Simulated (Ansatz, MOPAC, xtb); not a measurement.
The molecule OsH, multiplicity 4 (lowest of 2S+1 = 2, 4, 6 at CCSD(T)/def2-TZVPP on PBE0 minima; our sources give no spin for the ground state, which may be another). No spin–orbit coupling.

The constants come from a fifth-degree fit in 1/R (seven points, main isotopes). Runs in def2 and cc sets follow the lowest solution found near the PBE0 minimum.

Correlated levels freeze the inner cores; with def2 sets outer-core shells near the valence are correlated too. The state reached by PM7 isn't checked; PM7 holds dispersion and hydrogen-bond terms.

Codes used: Ansatz (a quantum-chemistry and plane-wave program); MOPAC for PM7 (differences of heats of formation); xtb for the GFN methods. Each number belongs to the level named beside it. In def2 rows elements past Kr take small-core potentials, without spin–orbit coupling. The GFN methods have no spin term and hold the electronic entropy of 300 K.

```json
[
 {"level": "PM7", "r_e (Å)": "1.649", "ω_e (cm⁻¹)": "3606", "ω_e x_e (cm⁻¹)": "39", "dipole (D)": "-"},
 {"level": "GFN1-xTB", "r_e (Å)": "1.657", "ω_e (cm⁻¹)": "___", "ω_e x_e (cm⁻¹)": "20", "dipole (D)": "-"},
 {"level": "PBE/def2-TZVPP", "r_e (Å)": "1.591", "ω_e (cm⁻¹)": "2201", "ω_e x_e (cm⁻¹)": "36", "dipole (D)": "1.17"},
 {"level": "r2SCAN/def2-TZVPP", "r_e (Å)": "1.584", "ω_e (cm⁻¹)": "2236", "ω_e x_e (cm⁻¹)": "36", "dipole (D)": "1.37"},
 {"level": "PBE0/def2-TZVPP", "r_e (Å)": "1.585", "ω_e (cm⁻¹)": "2229", "ω_e x_e (cm⁻¹)": "35", "dipole (D)": "1.46"},
 {"level": "BHLYP/def2-TZVPP", "r_e (Å)": "1.585", "ω_e (cm⁻¹)": "2228", "ω_e x_e (cm⁻¹)": "35", "dipole (D)": "1.64"},
 {"level": "wB97X-V/def2-TZVPP", "r_e (Å)": "1.584", "ω_e (cm⁻¹)": "2251", "ω_e x_e (cm⁻¹)": "33", "dipole (D)": "1.67"},
 {"level": "B2PLYP/def2-TZVPP", "r_e (Å)": "___", "ω_e (cm⁻¹)": "___", "ω_e x_e (cm⁻¹)": "34", "dipole (D)": "-"}
]
```

Task: Fill in the missing entries.

Result: 
- B2PLYP/def2-TZVPP, r_e (Å): 1.579
- B2PLYP/def2-TZVPP, ω_e (cm⁻¹): 2264
- GFN1-xTB, ω_e (cm⁻¹): 1781
